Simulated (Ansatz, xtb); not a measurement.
**Relaxing a trial structure of C3H8AlCl**

The starting geometry of this gas-phase singlet was built from a drawn formula by distance geometry and a force field; its bonds are those of `[CH3][AlH][C@@H](C)Cl`.

```xyz
13

C     0.9797   -1.6199   -1.3136
C    -0.9416    0.9313    0.0204
C    -0.1263    0.6120    1.3189
Al   -0.4421   -0.2423   -1.4940
Cl   -0.7310    2.6347   -0.4548
H     0.6799   -2.3121   -0.5071
H     1.0907   -2.1277   -2.2653
H     1.9245   -1.1091   -1.0615
H    -1.2150   -0.1429   -2.9114
H    -2.0569    0.7645    0.2625
H    -0.2752   -0.4179    1.6127
H    -0.4026    1.3280    2.0923
H     0.9452    0.7460    1.0713
```

**Question.** Predict what becomes of its bonds when it is optimised with r2SCAN-D4/def2-SVP.

**Answer.** A new bond forms, giving a structure with Cl5 bridging Al4 and C2, given below by its coordinates. Contacts that close: Al4–Cl5 (3.07 → 2.44 Å).

The energy falls by 0.50 eV over 22 steps:

```tsv
step	E − E(last) (eV)
1	0.502
3	0.217
6	0.050
8	0.016
10	0.006
13	0.003
15	0.002
17	0.001
20	0.000
22	0.000
```

Final geometry (Å):

```yaml
atoms:
  - { symbol: C, position_ang: [1.0669, -1.4283, -1.4818] }
  - { symbol: C, position_ang: [-0.9895, 0.6992, 0.1629] }
  - { symbol: C, position_ang: [-0.2524, 0.6504, 1.4703] }
  - { symbol: Al, position_ang: [-0.5815, -0.3791, -1.4505] }
  - { symbol: Cl, position_ang: [-0.0944, 1.9750, -1.0242] }
  - { symbol: H, position_ang: [0.8684, -2.4910, -1.2530] }
  - { symbol: H, position_ang: [1.5425, -1.4106, -2.4775] }
  - { symbol: H, position_ang: [1.8161, -1.0747, -0.7540] }
  - { symbol: H, position_ang: [-1.7208, -0.4855, -2.5519] }
  - { symbol: H, position_ang: [-1.9859, 1.1574, 0.2556] }
  - { symbol: H, position_ang: [-0.7908, -0.0672, 2.1157] }
  - { symbol: H, position_ang: [-0.2277, 1.6171, 2.0006] }
  - { symbol: H, position_ang: [0.7786, 0.2818, 1.3584] }
```

From the same start GFN2-xTB reaches the same bonding as this run.

No frequencies were run, so the end isn't proven a minimum. Run with Ansatz 0.2.0, 2.9 min on 2 threads of Intel(R) Xeon(R) Processor @ 2.50GHz (Skylake/Cascade Lake), on a shared host.
